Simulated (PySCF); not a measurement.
PySCF input for C₃H₅BO₂, SMILES C=CB(O)C=O, r2SCAN-D4/def2-SVP. Geometry optimised at r2SCAN-D4/def2-SVP. This is a generated structure with no PubChem entry under its InChIKey; it may be hypothetical. Other conformers were not sampled.

```python
import numpy as np
from pyscf import gto, scf, dft, df
from pyscf.hessian import thermo

mol = gto.M(
    atom='''
    C     0.01173176    2.55408723    0.00000000
    C     0.70105228    1.39718160    0.00000000
    B    -0.00409064    0.01645881    0.00000000
    O    -1.34857386   -0.10422525    0.00000000
    C     0.75194031   -1.41787905    0.00000000
    O     0.06154357   -2.42529621    0.00000000
    H    -1.08497334    2.55086087    0.00000000
    H     0.50046137    3.53563762    0.00000000
    H     1.79897530    1.45141047    0.00000000
    H    -1.55895427   -1.05991357    0.00000000
    H     1.87284039   -1.52445643    0.00000000
    ''',
    basis='def2-SVP',
    charge=0,
    spin=0,
    max_memory=1600,
    verbose=3,
)
mf = dft.RKS(mol, xc='r2scan').density_fit(auxbasis='def2-universal-jkfit')
mf.disp = 'd4'
mf.grids.level = 4
mf.conv_tol = 1e-11
mf.max_cycle = 100
mf.kernel()

# [left out here: the lines that compute and print the analytic Hessian (its translational invariance restored by hand, since the grid's response is missing), thermochemistry and intensities]
```

Program output:

```
converged SCF energy = -292.257548252341

WARN: MGGA Hessian is sensitive to dft grids. grids.level 4 may not be dense enough.


WARN: DFTD4 does not support analytical Hessian, using finite difference.


WARN: Mole.unit (angstrom) is changed to Bohr

Mode                                 0                   1                   2
Irrep
Freq [cm^-1]                       60.1728            161.0000            165.4365
Reduced mass [au]                   3.4906              2.6107              3.7519
Force const [Dyne/A]                0.0074              0.0399              0.0605
Char temp [K]                      86.5753            231.6432            238.0263
Normal mode                   x     y     z       x     y     z       x     y     z
       0   C                -0.00  0.00 -0.15   -0.00 -0.00 -0.02   -0.12 -0.05  0.00
       1   C                 0.00  0.00  0.11    0.00  0.00  0.10    0.04  0.04 -0.00
       2   B                 0.00  0.00  0.09    0.00  0.00 -0.04    0.11  0.01  0.00
       3   O                 0.00 -0.00  0.08    0.00  0.00 -0.02    0.11  0.03  0.00
       4   C                 0.00 -0.00  0.01    0.00 -0.00 -0.15    0.01 -0.05  0.00
       5   O                -0.00  0.00 -0.11   -0.00  0.00  0.12   -0.11  0.03 -0.00
       6   H                -0.00 -0.00 -0.34   -0.00 -0.00 -0.22   -0.12 -0.22  0.00
       7   H                -0.00  0.00 -0.18   -0.00  0.00  0.06   -0.27  0.02 -0.00
       8   H                 0.00  0.00  0.28    0.00  0.00  0.29    0.03  0.17 -0.00
       9   H                 0.00 -0.00  0.01    0.00  0.00 -0.03    0.10  0.03  0.00
      10   H                -0.00 -0.00  0.05   -0.00 -0.00 -0.45   -0.01 -0.18  0.00
Mode                                 3                   4                   5
Irrep
Freq [cm^-1]                      255.7663            389.3846            392.6401
Reduced mass [au]                   4.4870              5.5905              1.6710
Force const [Dyne/A]                0.1729              0.4994              0.1518
Char temp [K]                     367.9908            560.2377            564.9217
Normal mode                   x     y     z       x     y     z       x     y     z
       0   C                -0.05 -0.09 -0.00    0.01 -0.14  0.00    0.00 -0.00 -0.02
       1   C                 0.03 -0.04  0.00    0.06 -0.09 -0.00    0.00 -0.00  0.05
       2   B                -0.01 -0.01  0.00   -0.03  0.01 -0.00   -0.00  0.00  0.17
       3   O                -0.03  0.17  0.00   -0.03 -0.04  0.00   -0.00 -0.00 -0.07
       4   C                -0.01 -0.00 -0.00    0.01  0.12  0.00    0.00  0.00 -0.03
       5   O                 0.08 -0.07 -0.00   -0.01  0.14 -0.00   -0.00  0.00  0.01
       6   H                -0.04 -0.18 -0.00    0.01 -0.24 -0.00    0.00 -0.00  0.36
       7   H                -0.13 -0.05 -0.00   -0.08 -0.09  0.00   -0.00 -0.00 -0.46
       8   H                 0.03 -0.01  0.00    0.06 -0.12  0.00    0.00 -0.00 -0.34
       9   H                -0.23  0.22  0.00    0.05 -0.06  0.00    0.00 -0.00 -0.11
      10   H                 0.00  0.10 -0.00    0.01  0.12  0.00    0.00  0.00 -0.30
Mode                                 6                   7                   8
Irrep
Freq [cm^-1]                      593.2942            600.6520            779.5438
Reduced mass [au]                   3.6785              1.9292              1.1271
Force const [Dyne/A]                0.7629              0.4101              0.4036
Char temp [K]                     853.6183            864.2045           1121.5899
Normal mode                   x     y     z       x     y     z       x     y     z
       0   C                 0.01  0.01  0.00   -0.00  0.00  0.01    0.00  0.00 -0.00
       1   C                 0.14  0.08 -0.00   -0.00 -0.00 -0.13    0.00  0.00  0.05
       2   B                -0.03  0.09  0.00    0.00 -0.00  0.16   -0.00 -0.00 -0.04
       3   O                -0.03 -0.06 -0.00    0.00  0.00 -0.04   -0.00  0.00 -0.05
       4   C                -0.11  0.02  0.00    0.00 -0.00  0.04    0.00 -0.00  0.04
       5   O                 0.03 -0.08 -0.00   -0.00  0.00 -0.02   -0.00  0.00 -0.02
       6   H                 0.01 -0.23 -0.00   -0.00  0.00 -0.27    0.00 -0.00  0.04
       7   H                -0.21  0.12  0.00    0.00 -0.00  0.44   -0.00  0.00 -0.11
       8   H                 0.14  0.10  0.00   -0.00 -0.00  0.19    0.00  0.00 -0.01
       9   H                 0.17 -0.11  0.00   -0.00  0.00  0.11   -0.00 -0.00  0.92
      10   H                -0.10  0.12 -0.00    0.00 -0.00 -0.40    0.00 -0.00 -0.13
Mode                                 9                  10                  11
Irrep
Freq [cm^-1]                      784.1007            958.5388            982.3092
Reduced mass [au]                   3.8824              1.8488              1.9373
Force const [Dyne/A]                1.4063              1.0008              1.1014
[...]
       7   H                 0.00 -0.00 -0.59   -0.37  0.27 -0.00   -0.00  0.00 -0.35
       8   H                 0.00  0.00 -0.01   -0.05 -0.60 -0.00   -0.00 -0.00  0.77
       9   H                -0.00 -0.00 -0.02    0.08  0.01 -0.00    0.00 -0.00 -0.00
      10   H                -0.00  0.00 -0.03    0.00 -0.04 -0.00   -0.00 -0.00 -0.01
Mode                                15                  16                  17
Irrep
Freq [cm^-1]                     1225.5666           1307.1943           1388.4710
Reduced mass [au]                   1.5335              1.4595              1.3906
Force const [Dyne/A]                1.3571              1.4694              1.5796
Char temp [K]                    1763.3174           1880.7616           1997.7006
Normal mode                   x     y     z       x     y     z       x     y     z
       0   C                -0.04 -0.04  0.00   -0.10  0.03 -0.00    0.00  0.01 -0.00
       1   C                 0.02  0.03 -0.00    0.10  0.01  0.00    0.00 -0.02  0.00
       2   B                -0.02  0.14 -0.00    0.03 -0.07  0.00    0.07 -0.04  0.00
       3   O                 0.05 -0.06 -0.00   -0.03  0.01  0.00   -0.04  0.00  0.00
       4   C                 0.00 -0.00  0.00   -0.00 -0.00 -0.00   -0.08  0.07 -0.00
       5   O                 0.01 -0.01  0.00   -0.01  0.00 -0.00    0.07  0.02 -0.00
       6   H                -0.03  0.10 -0.00   -0.11  0.44  0.00   -0.00  0.07  0.00
       7   H                 0.16 -0.14 -0.00   -0.03  0.01  0.00   -0.09  0.06  0.00
       8   H                 0.03 -0.30 -0.00    0.14 -0.62 -0.00    0.00  0.01  0.00
       9   H                -0.64  0.14  0.00    0.16 -0.04 -0.00    0.05 -0.02 -0.00
      10   H                -0.01 -0.22 -0.00    0.01  0.13  0.00   -0.19 -0.80 -0.00
Mode                                18                  19                  20
Irrep
Freq [cm^-1]                     1407.4706           1462.8156           1670.6463
Reduced mass [au]                   1.8351              2.4561              4.7811
Force const [Dyne/A]                2.1418              3.0965              7.8623
Char temp [K]                    2025.0369           2104.6660           2403.6880
Normal mode                   x     y     z       x     y     z       x     y     z
       0   C                -0.01  0.01 -0.00   -0.04  0.02  0.00    0.08 -0.16  0.00
       1   C                -0.04  0.07  0.00    0.03  0.08 -0.00   -0.06  0.18 -0.00
       2   B                 0.17  0.00  0.00   -0.17 -0.10 -0.00   -0.00 -0.05  0.00
       3   O                -0.08 -0.01  0.00    0.07  0.02 -0.00   -0.00  0.01 -0.00
       4   C                -0.01  0.01  0.00   -0.01  0.01 -0.00   -0.01 -0.00  0.00
       5   O                -0.00 -0.00 -0.00    0.02  0.01  0.00    0.01  0.01  0.00
       6   H                 0.00 -0.46  0.00   -0.03 -0.31 -0.00    0.10  0.23 -0.00
       7   H                 0.43 -0.23  0.00    0.38 -0.19 -0.00   -0.22 -0.03 -0.00
       8   H                -0.03 -0.22  0.00    0.05 -0.09 -0.00   -0.06 -0.15  0.00
       9   H                 0.01 -0.02 -0.00    0.15 -0.01 -0.00    0.05 -0.01 -0.00
      10   H                -0.01  0.09  0.00   -0.04 -0.20 -0.00   -0.02 -0.01  0.00
Mode                                21                  22                  23
Irrep
Freq [cm^-1]                     1756.2532           2842.2826           3118.8119
Reduced mass [au]                  11.3709              1.0855              1.0602
Force const [Dyne/A]               20.6642              5.1666              6.0758
Char temp [K]                    2526.8574           4089.4118           4487.2760
Normal mode                   x     y     z       x     y     z       x     y     z
       0   C                -0.00  0.00 -0.00    0.00  0.00  0.00   -0.02  0.05  0.00
       1   C                -0.00 -0.01  0.00    0.00  0.00 -0.00   -0.03 -0.01 -0.00
       2   B                 0.00  0.02  0.00    0.00 -0.00 -0.00   -0.00  0.00 -0.00
       3   O                 0.00 -0.00  0.00   -0.00 -0.00 -0.00    0.00  0.00 -0.00
       4   C                -0.11 -0.19 -0.00   -0.08  0.02  0.00   -0.00 -0.00  0.00
       5   O                 0.08  0.13  0.00   -0.00 -0.00  0.00    0.00  0.00  0.00
       6   H                -0.00 -0.01  0.00    0.00 -0.00 -0.00    0.57  0.01 -0.00
       7   H                 0.00  0.00  0.00   -0.00 -0.00 -0.00   -0.31 -0.59 -0.00
       8   H                -0.00  0.01  0.00   -0.01  0.00  0.00    0.41  0.02 -0.00
       9   H                 0.01 -0.00 -0.00    0.01  0.01 -0.00   -0.00 -0.00 -0.00
      10   H                -0.04  0.11  0.00    0.95 -0.11  0.00    0.00 -0.00  0.00
Mode                                24                  25                  26
Irrep
Freq [cm^-1]                     3131.5403           3223.1305           3630.1432
Reduced mass [au]                   1.0901              1.1173              1.0644
Force const [Dyne/A]                6.2982              6.8389              8.2646
Char temp [K]                    4505.5893           4637.3672           5222.9678
Normal mode                   x     y     z       x     y     z       x     y     z
       0   C                -0.02  0.02 -0.00   -0.08 -0.05 -0.00    0.00 -0.00  0.00
       1   C                 0.08 -0.00  0.00   -0.01 -0.00  0.00   -0.00  0.00 -0.00
       2   B                -0.00 -0.00  0.00   -0.00  0.00  0.00   -0.00 -0.00 -0.00
       3   O                 0.00 -0.00  0.00    0.00  0.00  0.00   -0.01 -0.06  0.00
       4   C                 0.00 -0.00 -0.00   -0.00  0.00 -0.00    0.00  0.00  0.00
       5   O                -0.00  0.00 -0.00    0.00 -0.00 -0.00   -0.00  0.00  0.00
       6   H                 0.34  0.00  0.00    0.69 -0.00 -0.00    0.00 -0.00 -0.00
       7   H                -0.11 -0.21 -0.00    0.28  0.57  0.00    0.00 -0.00 -0.00
       8   H                -0.86 -0.05  0.00    0.09  0.00 -0.00    0.00  0.00 -0.00
       9   H                 0.00  0.00  0.00   -0.00 -0.00  0.00    0.26  0.93 -0.00
      10   H                -0.01  0.00 -0.00    0.00 -0.00 -0.00   -0.01 -0.00 -0.00
temperature 298.1500 [K]
pressure 101325.00 [Pa]
Rotational constants [GHz] 9.62411 2.06525 1.70037
Symmetry number 1
Zero-point energy (ZPE) 0.08056 [Eh]   211515.830 [J/mol]
                           tot       elec      trans        rot        vib
Entropy [J/mol/K]       338.706      0.000    163.988    111.527     63.191
Cv [J/mol/K]             93.965      0.000     12.472     12.472     69.022
Cp [J/mol/K]            102.280      0.000     20.786     12.472     69.022
Internal energy [J/mol]                      3718.434   3718.434 221741.626
Internal energy [Eh]   -292.17026  -292.25755
Enthalpy [J/mol]                             6197.391   3718.434 221741.626
Enthalpy [Eh]          -292.16931
Gibbs free energy [J/mol]                  -42695.606 -29533.404 202901.293
Gibbs free energy [Eh] -292.20778
mode   freq/cm-1   IR/(km/mol)
   1       60.17         0.002
   2      161.00        10.145
   3      165.44         4.830
   4      255.77        22.407
   5      389.38         2.147
   6      392.64         1.094
   7      593.29        19.098
   8      600.65        31.825
   9      779.54        67.521
  10      784.10        15.676
  11      958.54        22.887
  12      982.31       108.973
  13     1003.98        28.356
  14     1022.61         0.964
  15     1048.93        13.670
  16     1225.57       163.722
  17     1307.19        14.322
  18     1388.47         2.333
  19     1407.47        65.082
  20     1462.82       166.168
  21     1670.65        91.821
  22     1756.25        64.829
  23     2842.28       155.766
  24     3118.81        18.099
  25     3131.54         9.321
  26     3223.13         5.864
  27     3630.14       140.841
max |gradient| / (hartree/bohr): 0.00019534035470442104
APT charges: [ 0.0719 -0.4491  0.8457 -0.7033  0.4881 -0.61    0.046   0.0266  0.0217
  0.3602 -0.0985]
```

The calculation finished and met its thresholds.

Cost: about 8 core-minutes (a rough figure).
